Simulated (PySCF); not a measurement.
Identify the unknown among the candidates.

All candidates are C5H16N2Si2.

| technique | computed result |
| --- | --- |
| 13C NMR | chemical shifts (computed TMS as zero) by class: 34.8 (1 C), 29.8 (1 C), 26.1 (1 C), 20.8 (1 C), 18.3 (1 C) ppm [GIAO KT3/pcSseg-1] |
| Polarisability | 126.1 au [PBE0/def2-SVPD] |
| UV, first state | lowest singlet excitation: 5.81 eV (213 nm, f = 0.003) [TDDFT PBE0/def2-SVPD] |
| 1H NMR | chemical shifts (computed TMS as zero) by class: 5.35 (1 H), 4.96 (1 H), 4.66 (1 H), 2.62 (3 H), 1.75 (1 H), 1.42 (1 H), 1.38 (1 H), 0.98 (3 H), 0.90 (1 H), 0.66 (1 H), 0.40 (1 H), -0.10 (1 H) ppm [GIAO KT3/pcSseg-1] |
| UV, strongest line | among the 10 lowest singlet transitions: S7 at 6.96 eV (178 nm, f = 0.033) [TDDFT PBE0/def2-SVPD] |
| Dipole | 1.07 D [PBE0/def2-SVPD] |
| Rotational structure | rotational constants A, B, C: 2.071, 0.662, 0.614 GHz [PBE0-D3(BJ)/def2-SVP] |
| NMR, other nuclei | isotropic shieldings of nuclei other than C and H, by class: 223 (1 N), 237 (1 N), 382 (1 Si), 385 (1 Si) ppm [GIAO KT3/pcSseg-1] |
| Triplet | lowest triplet excitation (Tamm–Dancoff): 5.65 eV [TDA PBE0/def2-SVPD] |
| Valence photoelectron | vertical ionisation energy: 8.36 eV [ΔSCF PBE0/def2-SVPD] |

Electronic properties: PySCF, gas phase, density fitting. Levels stand in brackets. Isolated species at its PBE0-D3(BJ)/def2-SVP geometry (one conformer only). NMR values are class means; diastereotopic atoms form classes of their own.

Question: Which candidate is it?
A. `C[Si@](N)([SiH3])N1CCCC1`
B. `CC[C@@H]1C[Si@@H](NC)N[SiH2]1`
C. `CCC(C)(C)[SiH]1N[SiH2]N1`
D. `C[C@@H]1C[SiH2]N[Si@H]1N(C)C`
E. `CCC[Si@H]1N[Si@@H](CC)N1`

Answer: B. It is `CC[C@@H]1C[Si@@H](NC)N[SiH2]1`. Numbering: `[CH3:1][CH2:2][C@@H:3]1[CH2:4][Si@@H:5]([NH:6][CH3:7])[NH:8][SiH2:9]1`. Its formula, C5H16N2Si2, gives 1 degree of unsaturation: 1 ring and 0 π bonds in the structure found. 5 carbons fall into 5 classes; from least to most shielded: chain CH2 carbon [C2] (34.8 ppm), N-methyl carbon [C7] (29.8 ppm), ring sp3 carbon bound to silicon [C3] (26.1 ppm), ring sp3 carbon bound to silicon [C4] (20.8 ppm), methyl carbon [C1] (18.3 ppm). Hydrogen classes from least to most shielded: 1 H on an SiH silicon, Si5 (5.35 ppm), 1 H on an SiH2 silicon, Si9 (4.96 ppm), 1 H on an SiH2 silicon, Si9 (4.66 ppm), 3 H on an N-methyl carbon, C7 (2.62 ppm), 1 H on a chain CH2 carbon, C2 (1.75 ppm), 1 H on an sp3 carbon bound to silicon, C3 (1.42 ppm), 1 H on a chain CH2 carbon, C2 (1.38 ppm), 3 H on a methyl carbon, C1 (0.98 ppm), 1 H on an sp3 carbon bound to silicon, C4 (0.90 ppm), 1 H on a nitrogen bridging silicon atoms, N8 (0.66 ppm), 1 H on an sp3 carbon bound to silicon, C4 (0.40 ppm), 1 H on a silicon-bound nitrogen, N6 (-0.10 ppm). The other shieldings belong to: 223 ppm, silicon-bound nitrogen [N6]; 237 ppm, nitrogen bridging silicon atoms [N8]; 382 ppm, SiH silicon [Si5]; 385 ppm, SiH2 silicon [Si9]. The first electron is taken from the HOMO, whose largest Löwdin shares are 0.56 on the silicon-bound nitrogen, 0.11 on the N-methyl carbon, 0.09 on the SiH silicon and 0.06 on a methyl hydrogen. The optimised geometry has point group C1 and is an asymmetric top.

The others, at the same levels:
- `C[Si@](N)([SiH3])N1CCCC1` fails: it has 3 carbon classes against 5; its computed 13C shifts are 49.3 (2 C), 31.3 (2 C), 1.4 (1 C) ppm, 1H shifts are 3.20 (2 H), 3.12 (3 H), 2.94 (2 H), 1.78 (2 H), 1.55 (2 H), 0.58 (2 H), 0.37 (3 H) ppm and lowest singlet excitation is 5.16 eV (240 nm, f = 0.002) (against 5.81 eV).
- `C[C@@H]1C[SiH2]N[Si@H]1N(C)C` fails: it has 4 carbon classes against 5; its computed 13C shifts are 38.2 (2 C), 20.0 (1 C), 19.5 (1 C), 16.8 (1 C) ppm, 1H shifts are 4.89 (1 H), 4.76 (1 H), 4.64 (1 H), 2.60 (6 H), 1.09 (3 H), 1.06 (1 H), 0.71 (1 H), 0.69 (1 H), -0.04 (1 H) ppm and lowest singlet excitation is 5.59 eV (222 nm, f = 0.008) (against 5.81 eV).
- `CCC(C)(C)[SiH]1N[SiH2]N1` fails: it has 4 carbon classes against 5; its computed 13C shifts are 35.9 (1 C), 28.1 (1 C), 22.1 (2 C), 14.7 (1 C) ppm, 1H shifts are 5.83 (1 H), 5.77 (1 H), 5.55 (1 H), 1.29 (2 H), 0.99 (6 H), 0.93 (3 H), -0.07 (2 H) ppm and lowest singlet excitation is 5.59 eV (222 nm, f = 0.001) (against 5.81 eV).
- `CCC[Si@H]1N[Si@@H](CC)N1` fails: its computed 13C shifts are 28.3 (1 C), 21.3 (1 C), 20.3 (1 C), 18.8 (1 C), 8.1 (1 C) ppm, 1H shifts are 5.66 (1 H), 5.62 (1 H), 1.26 (2 H), 1.08 (3 H), 1.02 (3 H), 0.72 (2 H), 0.66 (2 H), 0.32 (2 H) ppm and rotational constant A is 2.350 GHz (against 2.071 GHz).

Each candidate is one conformer, not necessarily the lowest. Dipoles, sizes and rotational constants follow the conformer. The torsions of the flexible species, by atom-mapped SMILES:
- `[CH3:1][CH2:2][C:3]([CH3:4])([CH3:5])[SiH:6]1[NH:7][SiH2:8][NH:9]1`: C1–C2–C3–C4 64°, C2–C3–Si6–N7 83°
- `[CH3:1][CH2:2][CH2:3][Si@H:4]1[NH:5][Si@@H:6]([CH2:7][CH3:8])[NH:9]1`: C1–C2–C3–Si4 179°, C2–C3–Si4–N5 65°, N5–Si6–C7–C8 166°

The conformers of `CC[C@@H]1C[Si@@H](NC)N[SiH2]1`, `C[Si@](N)([SiH3])N1CCCC1` and `C[C@@H]1C[SiH2]N[Si@H]1N(C)C` aren't listed.
